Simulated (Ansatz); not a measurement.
Reaction (atomization): `NB[SeH]` → B• + 4 H• + N• + Se•

Calculated with Ansatz (gas phase, PBE0-D4/def2-TZVP geometries, no zero-point term in ΔE). CCSD(T)/CBS adds triple-zeta CCSD(T) − MP2 to the extrapolated MP2 energy (def2 sets, frozen cores). This one scheme is used for every species, atoms too. DFT in def2-TZVPP. Open shells (•) are unrestricted, without spin–orbit coupling. Spin–orbit coupling would lower the free atoms: a little for B; clearly for Se. Bonds to Se are less sure, by a few kJ/mol each and by 10 to 20 or more in all where they break to atoms, as the def2 sets lack core-valence functions. Scalar relativity is left out up to krypton. Each species was taken in one conformer, which may not be the lowest.

`NB[SeH]`:

Cartesian coordinates in Å:
```
N -0.959 0.636 -0.396
B 0.269 0.152 0.039
Se 0.475 -1.736 0.507
H -1.091 1.601 -0.642
H -1.789 0.077 -0.495
H 1.205 0.885 0.129
H 1.891 -1.616 0.859
```

```tsv
level	ΔE (kcal/mol)	difference from CCSD(T)/CBS
revPBE-D4	564.7	-2.4
BHLYP-D4	554.1	-13.0
ωB97M-V	569.1	2.0
PBE-QIDH	562.4	-4.7
PBE	576.9	9.8
revPBE	556.6	-10.5
r2SCAN	568.8	1.7
PBE0	566.5	-0.6
r2SCAN0	559.8	-7.3
CAM-B3LYP	569.5	2.4
HF/def2-SVP	409.7	-157.4
MP2/def2-SVP	536.4	-30.7
CCSD(T)/def2-SVP	531.7	-35.4
MP2/def2-TZVPP	557.4	-9.7
SCS-MP2/def2-TZVPP	557.6	-9.5
HF/CBS(def2)	406.0	-161.1
CCSD(T)/CBS	567.1	0
```

Largest T1 diagnostic among the species: 0.014.

In def2-TZVPP, CCSD(T) changes the Hartree–Fock value by +145.4 kcal/mol (the triples alone add +8.6 kcal/mol) and MP2 by +151.9 kcal/mol; breaking electron pairs costs correlation energy, which Hartree–Fock lacks. The D4 term adds +4.2 kcal/mol with B3LYP and +2.2 kcal/mol with PBE0; it sums over pairs of atoms, weighted by their polarisabilities, and B3LYP, whose exchange is more repulsive, gets the larger term.

B3LYP here is the variant with VWN-RPA as its local correlation; programs differ in this.

For atomizations the MP2-based limit and the directly extrapolated one differ by several kJ/mol either way, and by 10 to 25 for some Ge, Se and Sn compounds, so smaller differences from it don't rank the levels.
